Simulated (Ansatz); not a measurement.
Cartesian coordinates in Å:
```
C -0.3811 -1.2450 1.5762
N -0.1401 -0.3501 0.5101
V 0.1902 0.5773 -0.7578
O 1.0907 -0.4994 -1.8716
O -1.3155 1.1583 -1.4988
O 1.1809 1.9642 -0.2594
H 0.0451 -2.2290 1.3507
H -1.4568 -1.3661 1.7469
H 0.0730 -0.8770 2.5032
H 1.3605 -0.0715 -2.6927
H -2.1880 0.8671 -1.2293
H 1.5410 2.0711 0.6225
```

The species carries charge 0 and has multiplicity 1.

(1) List the CAM-B3LYP/def2-TZVPP orbital energies in eV (Ansatz 0.2.0). (An estimate is asked.)

Answers

(1) The calculation gave: Occupied: -5361.31, -610.06, -522.40, -522.40, -522.18, -514.89, -514.88, -514.77, -391.81, -280.02, -75.64, -49.32, -49.15, -49.15, -28.66, -28.47, -28.30, -25.56, -19.43, -15.37, -15.30, -14.83, -14.17, -14.16, -13.72, -11.90, -11.88, -11.58, -11.09, -10.73, -9.97, -9.34, -9.10. Lowest empty: -0.38, -0.32, 0.37, 0.76, 0.84, 0.95, 2.31, 2.43.
